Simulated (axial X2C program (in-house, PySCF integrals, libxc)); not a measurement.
Ω levels of NSmN⁻ from open-shell CI on f(δφ)2 s1 f(π)0

Computed with an axial X2C code built on PySCF integrals: two-component X2C with atomic mean-field Coulomb and Gaunt terms, basis N dyall-v3z, Sm dyall-v3z (cores contracted in-house). Orbitals come from Hartree–Fock averaged over the configuration Sm f(δφ)2 s1 f(π)0; CI then distributes these electrons over the f(δφ), s, f(π) shells of Sm.

N–Sm–N held linear, both bonds 1.654 Å (near the minimum of the configuration average).

Active spinors (ω > 0):

```csv
shell,ω,ε (eV),character
f(δφ),5/2,3.34,100% Sm f
f(δφ),3/2,3.38,99% Sm f
f(δφ),7/2,4.05,100% Sm f
f(δφ),5/2,4.18,100% Sm f
s,1/2,2.12,"81% Sm s, 13% Sm d"
f(π),1/2,9.20,"75% Sm f, 12% N p, 10% Sm p"
f(π),3/2,9.54,"87% Sm f, 8% N p, 4% Sm p"
```

Lowest levels of this model:

| Ω | energy (cm⁻¹) | g∥ | configuration |
| --- | --- | --- | --- |
| 7/2 | 0 | 4.09 | 100% f(δφ)2 s1 |
| 9/2 | 135 | 8.10 | 100% f(δφ)2 s1 |
| 11/2 | 4114 | 12.03 | 100% f(δφ)2 s1 |
| 9/2 | 4126 | 8.03 | 100% f(δφ)2 s1 |
| 1/2 | 5458 | 2.01 | 100% f(δφ)2 s1 |
| 13/2 | 7148 | 15.96 | 100% f(δφ)2 s1 |
| 11/2 | 7299 | 11.95 | 100% f(δφ)2 s1 |
| 3/2 | 7845 | 5.46 | 100% f(δφ)2 s1 |
| 1/2 | 7955 | 1.44 | 100% f(δφ)2 s1 |
| 1/2 | 14802 | 1.98 | 100% f(δφ)2 s1 |
| 3/2 | 14995 | 4.42 | 100% f(δφ)2 s1 |
| 1/2 | 15039 | 0.54 | 100% f(δφ)2 s1 |
| 5/2 | 15467 | 7.94 | 100% f(δφ)2 s1 |
| 3/2 | 15619 | 3.95 | 100% f(δφ)2 s1 |
| 1/2 | 17351 | 1.92 | 100% f(δφ)2 s1 |
| 1/2 | 19531 | 2.00 | 100% f(δφ)2 s1 |
| 3/2 | 23342 | 4.13 | 100% f(δφ)2 s1 |
| 13/2 | 27217 | 14.05 | 100% f(δφ)2 s1 |
| 11/2 | 27223 | 10.05 | 100% f(δφ)2 s1 |

g∥ is the magnitude of 2⟨Lz + ge Sz⟩ for the +Ω component.

(1) From Ω and g∥ of the lowest level, whose 2⟨Lz + ge Sz⟩ is positive, find ⟨Sz⟩ and ⟨Lz⟩ (ge = 2.0023).

Occupations of the active spinors in the lowest level by ω, shell by shell in order of energy: -7/2: 0.00; -5/2: 0.00 0.00; -3/2: 0.00 0.00; -1/2: 1.00 0.00; 1/2: 0.00 0.00; 3/2: 1.00 0.00; 5/2: 0.78 0.22; 7/2: 0.00. The leading determinant has weight 0.78 among 26.

This point took 3.4 s on 1 thread of Arm Neoverse V2 (shared host).

Dynamic correlation is missing, so gaps between terms are too wide and other configurations may lie lower; the lowest level listed is that of this model, not necessarily the ground state. At most 6 roots were kept for each Ω > 0 (twice that for Ω = 0) within 3.5 eV of the lowest, so higher up levels can be missing between those listed; levels with Ω > 0 are doubly degenerate and listed once, Ω = 0 levels singly. States that fill the shells left empty in the average are placed too high. For an anion, levels above electron detachment are held by the basis set. The molecule was held linear; bending was not examined.

Answers

(1) Ω = ⟨Lz⟩ + ⟨Sz⟩ = 7/2 and ⟨Lz⟩ + ge⟨Sz⟩ = 2.045, so ⟨Sz⟩ = -1.45 and ⟨Lz⟩ = 4.95.
